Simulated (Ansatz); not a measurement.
Ta2Te4. Total charge 0; triplet. Geometry r2SCAN-D4/def2-SVP; atoms count from 1.

```xyz
6

Ta   -0.5111    0.3388   -1.0411
Ta    0.9056   -0.4817    0.6389
Te    0.2495   -2.3096   -1.3368
Te   -1.9152   -0.7993    1.2248
Te   -0.7345    1.7570    1.4763
Te    2.0057    1.4947   -0.9620
```

In the def2 sets Ta, Te take a core potential; there is no spin–orbit coupling. The structure comes from a short search, and lower isomers may exist.

(1) Estimate the Mulliken populations from the PBE0/def2-TZVP orbitals of Ansatz.

(2) Where does the spin sit?

(3) And the Mayer bond orders between heavy atoms (over 0.3)?

## Answers

(1) 
| atom | charge (e) | spin (α − β) | d electrons |
| --- | --- | --- | --- |
| Ta1 | 0.47 | 0.70 | 3.40 |
| Ta2 | 0.47 | 0.70 | 3.40 |
| Te3 | -0.35 | 0.13 | – |
| Te4 | -0.12 | 0.18 | – |
| Te5 | -0.12 | 0.18 | – |
| Te6 | -0.35 | 0.13 | – |
Mulliken values depend strongly on the basis.

(2) Summed by element: Ta 1.39, Te 0.61, of 2 unpaired in all. Largest on single atoms: Ta1 0.70, Ta2 0.70, Te5 0.18.

(3) Ta1–Ta2 2.19 (2.35 Å); Ta1–Te3 1.08 (2.77 Å); Ta1–Te4 0.75 (2.90 Å); Ta1–Te5 0.76 (2.90 Å); Ta1–Te6 1.08 (2.77 Å); Ta2–Te3 1.09 (2.77 Å); Ta2–Te4 0.76 (2.90 Å); Ta2–Te5 0.75 (2.90 Å); Ta2–Te6 1.08 (2.77 Å); Te4–Te5 0.87 (2.83 Å).
